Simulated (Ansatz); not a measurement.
`[SiH3]O[B]S` radical, relaxed with UKS PBE0-D4/def2-TZVP in Ansatz 0.2.0 from a GFN2-xTB geometry. The force threshold is 0.005 eV/Å; the program also tests the step.

Charge 0, multiplicity 2.

Start:

```xyz
8

Si    0.173   -1.229   -0.908
O     0.248    0.306   -0.371
B     0.160    1.396    0.319
S    -0.635    1.506    1.934
H    -0.189   -2.131    0.185
H     1.528   -1.474   -1.395
H    -0.848   -1.175   -1.950
H    -0.436    2.801    2.185
```

(1) How much energy does the relaxation release, and in how many steps? (Best estimate.)

(2) Which bonds change most? (An estimate is asked.)

(3) Give the relaxed structure. (An estimate is asked.)

Answers

(1) Ansatz gave: 0.12 eV, in 19 steps, 2 of them rejected.

(2) The calculation gave: O2–B3 from 1.293 to 1.328 Å; Si1–O2 from 1.628 to 1.661 Å; Si1–H5 from 1.463 to 1.484 Å; Si1–H7 from 1.460 to 1.480 Å.

(3) Ansatz gave: 
```xyz
8

Si    0.165   -1.097   -0.880
O     0.288    0.548   -0.689
B     0.093    1.492    0.225
S    -0.489    1.220    1.913
H    -0.314   -1.716    0.381
H     1.509   -1.610   -1.231
H    -0.791   -1.352   -1.981
H    -0.460    2.514    2.263
```
